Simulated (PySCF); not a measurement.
Gas-phase reaction: 2 InBr + 6 H → 2 InH₃ + Br₂, at 1400 K and a standard pressure of 1 bar. Level: ωB97X-V/def2-TZVP†.

Energies from PySCF, thermal terms from the rigid-rotor harmonic-oscillator model, ideal gas at 1 bar. † marks an energy on the PBE0/def2-TZVP geometry and frequencies. Open shells (unrestricted): H (multiplicity 2); the rest are closed-shell singlets. In: scalar-relativistic def2 core potential, no spin-orbit coupling. Br: all electrons, no relativistic terms. InH₃: computed as isolated molecules; such fragments, hydroxides, amides, oligomers or adducts are transient or little studied in the gas. The harmonic model lacks anharmonicity and excited electronic states, which grow with temperature; levels with a mode under 35 cm⁻¹ are left out.

```json
[
 {"species": "InBr", "E (Ha)": "-2764.11422", "H(1400 K) − E (kJ/mol)": "52.4", "S°(1400 K) (J/mol/K)": "317.3"},
 {"species": "H", "E (Ha)": "-0.50052", "H(1400 K) − E (kJ/mol)": "29.1", "S°(1400 K) (J/mol/K)": "146.9"},
 {"species": "InH₃", "E (Ha)": "-191.87078", "H(1400 K) − E (kJ/mol)": "127.2", "S°(1400 K) (J/mol/K)": "324.6"},
 {"species": "Br₂", "E (Ha)": "-5147.82728", "H(1400 K) − E (kJ/mol)": "52.5", "S°(1400 K) (J/mol/K)": "302.2"}
]
```
E: electronic energy; H − E holds the zero-point and thermal terms. 1 Ha = 2625.5 kJ/mol.

Q: Work out ΔH°, ΔS°, ΔG° and log10 K from these numbers.

A: 1. ΔE = 2×(-191.87078) + 1×(-5147.82728) − 2×(-2764.11422) − 6×(-0.50052) = -0.33728 Ha = -885.5 kJ.
2. Δ(H − E) = 2×(127.2) + 1×(52.5) − 2×(52.4) − 6×(29.1) = 27.5 kJ, so ΔH° = -858.0 kJ.
3. ΔS° = 2×(324.6) + 1×(302.2) − 2×(317.3) − 6×(146.9) = -564.6 J/K; the number of gas molecules changes by -5.
4. ΔG° = ΔH° − TΔS° = -858.0 − 1400×(-564.6)/1000 = -67.6 kJ.
5. log10 K = −ΔG°/(RT ln 10) = 2.52, with RT ln 10 = 26.80 kJ/mol; at standard pressures the products are favoured.
6. A shift of 10 kJ in ΔE would move log10 K by 0.37 here.
7. With ΔH° and ΔS° held fixed, ΔG° changes sign near ΔH°/ΔS° = 1520 K.
8. Lowering the total pressure from 1 bar to 0.01 bar multiplies the mole-fraction quotient K_x = K (p/p°)^(−Δn) by 10^-10, which pushes the balance towards the reactants.
For scale, ΔH°(298 K) is -824 kJ at this level, -820 kJ at ωB97M-V/def2-TZVP†, and runs from -933 to -477 kJ over the 18 levels computed.
